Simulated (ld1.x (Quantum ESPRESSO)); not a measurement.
lead (Pb), PAW: configuration errors across variants

ld1.x (Quantum ESPRESSO) 7.5 input, shortened:

```
&input
   title='Pb', zed=82., rel=0, dft='PBESOL', iswitch=3,
   config='[Xe] 4f14 5d10 5f-2 6s1.75 6p2.25'
 /
 &inputp
   pseudotype=3, lpaw=.true., tm=.true., lloc=-1, rcloc=1.60,
   nlcc=.true.,
   which_augfun='BG', rmatch_augfun=1.75
 /
8
6S  1  0   1.75   0.00  1.70  2.20  0.0
6S  1  0   0.00   0.20  1.70  2.20  0.0
6P  2  1   2.25   0.00  2.75  3.30  0.0
6P  2  1   0.00   1.30  2.75  3.30  0.0
5D  3  2  10.00   0.00  1.95  2.10  0.0
5D  3  2   0.00   1.80  1.95  2.10  0.0
5F  4  3  -2.00  -0.15  2.50  2.80  0.0
5F  4  3  -2.00   2.40  2.50  2.80  0.0
 &test
   configts(1)='5d10 6s1.75 6p2.25'
 /
```

All-electron excitation energies from the reference (eV): (1) 5d10 6s2 6p2 -1.458; (2) 5d10 6s2 6p1 5.285; (3) 5d10 6s2 6p0 18.708; (4) 5d10 6s1 6p0 47.214; (5) 5d10 6s1 6p3 4.441; (6) 5d10 6s2 6p2.3 -2.320; (7) 5d10 6s0 6p0 84.894.

The default core radius of the base comes out at 0.87 bohr.

The overlap operator is not positive definite (basis up to 400 Ry) in “all radii but the core radius scaled by about 1.19 (s 2.62, p 3.94, d 2.50, f 3.34 bohr, rcut 2.02/3.28/2.32/2.98); local potential all-electron potential smoothed inside 1.90 bohr (lloc = -1); augmentation BG, radius 2.08 bohr”. Such files are unfit for use, however small their errors in these radial tests.

Tests that are not counted but printed errors over 1 eV. “waves 6p (bound): rcut 2.75, rcutus 4.82 bohr; 6p channel at 1.3 Ry: rcut 2.75, rcutus 4.82 bohr”: 5d10 6s2 6p1 (solver errors, printed error -3.5 eV).

4 further variants failed, have other tests or another functional or relativity, and are left out.

A true bound ghost makes a file unfit for plane-wave use even where its test errors are small: the radial tests pick states by their node count and pass the ghost by. Where a test does run into it, the solver fails or the error is huge.

Errors AE − PS in meV (a dash: test not solved or not reliable):

```tsv
change	(1)	(2)	(3)	(4)	(5)	(6)	(7)	bound ghosts
base	+0.1	-0.4	-4.7	-15	0.0	0.0	-30	s, p
waves 5f channel at -0.15 Ry: rcut 2.50, rcutus 3.60 bohr; 5f channel at 2.4 Ry: rcut 2.50, rcutus 3.60 bohr	+0.1	-0.4	-4.7	-15	0.0	0.0	-30	s, p
local potential all-electron potential smoothed inside 2.58 bohr (lloc = -1)	+0.2	+5.5	+29	+41	+0.5	0.0	+32	none
local potential all-electron potential smoothed inside 3.15 bohr (lloc = -2)	+0.1	+3.5	+18	+39	+0.4	0.0	+61	none
all radii but the core radius scaled by about 1.19 (s 2.62, p 3.94, d 2.50, f 3.34 bohr, rcut 2.02/3.28/2.32/2.98); local potential all-electron potential smoothed inside 1.90 bohr (lloc = -1); augmentation BG, radius 2.08 bohr	-0.8	+1.1	-2.6	-109	-5.5	-0.8	-23	s (f not tested, overlap not positive)
waves 6p (bound): rcut 2.75, rcutus 4.82 bohr; 6p channel at 1.3 Ry: rcut 2.75, rcutus 4.82 bohr	+0.1	–	+11	+5.8	-0.8	+1.5	-37	s
```

(1) Give the same row for: core correction a·sin(br)/r model core inside 1.32 bohr.

Results:

(1) +0.1, -0.4, -4.5, -15, 0.0, 0.0, -30; bound ghosts: s, p.
